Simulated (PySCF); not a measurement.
C₆H₄NS (charge +1).
SMILES with atom numbers: `[N:1]#[C:2][c:3]1[cH:4][cH:5][cH:6][cH:7][s+:8]1`

NICS = −σ at a ghost point: NICS(0) at the centroid of the ring atoms, NICS(1) 1 Å to either side along the normal of their mean plane, zz for the tensor component along that normal. Level: GIAO PBE0/pcSseg-1 (PySCF, non-relativistic, gas phase) on the GFN2-xTB geometry, one conformer.

Ring bond lengths (Å), with Mayer bond orders in brackets: C3–C4 1.385 (1.36), C4–C5 1.389 (1.41), C5–C6 1.394 (1.39), C6–C7 1.374 (1.46), C7–S8 1.691 (1.28), S8–C3 1.714 (1.25).

Q: What do the NICS probes read (ppm)?

A: 
```tsv
ring	type	NICS(0)	NICS(1), two faces	NICS(1)zz, two faces	rms pucker (Å)	centre to ring atoms, mean (Å)
C3–C4–C5–C6–C7–S8	6-membered ring with S; formal bonds all aromatic	-7.6	-10.5 / -10.5	-24.4 / -24.4	0.00	1.48
```

Q: What can be read from them?

A: 
- C3–C4–C5–C6–C7–S8: mean NICS(1)zz -24.4 ppm, shielded. For a flat ring without four-coordinate atoms the NICS criterion counts such a value as aromatic.

Q: What does the geometric index give? HOMA = 1 − mean of α(R − Ropt)² over the ring bonds, with Krygowski's 1993 parameters (CC: Ropt 1.388 Å, α 257.7 Å⁻²; CS: Ropt 1.677 Å, α 94.09 Å⁻²).

A: 
- C3–C4–C5–C6–C7–S8: HOMA 0.97; the largest term is that of S8–C3, α(R − Ropt)² = 0.13. The geometric and the magnetic index point the same way.

Q: How shielded are the nuclei of the rings and their hydrogens (means over atoms taken as equivalent)?

A: 
```json
{"atoms": "C3", "environment": "substituted aromatic carbon", "σ isotropic (ppm)": "33.9"}
{"atoms": "C4", "environment": "aromatic CH carbon", "σ isotropic (ppm)": "36.6"}
{"atoms": "C5", "environment": "aromatic CH carbon", "σ isotropic (ppm)": "27.1"}
{"atoms": "C6", "environment": "aromatic CH carbon", "σ isotropic (ppm)": "43.1"}
{"atoms": "C7", "environment": "aromatic CH next to a ring sulfur", "σ isotropic (ppm)": "17.3"}
{"atoms": "S8", "environment": "ring sulfur", "σ isotropic (ppm)": "110.8"}
{"atoms": "H on C4", "environment": "aromatic hydrogen", "σ isotropic (ppm)": "22.30"}
{"atoms": "H on C5", "environment": "aromatic hydrogen", "σ isotropic (ppm)": "22.17"}
{"atoms": "H on C6", "environment": "aromatic hydrogen", "σ isotropic (ppm)": "22.38"}
{"atoms": "H on C7", "environment": "aromatic hydrogen", "σ isotropic (ppm)": "21.74"}
```
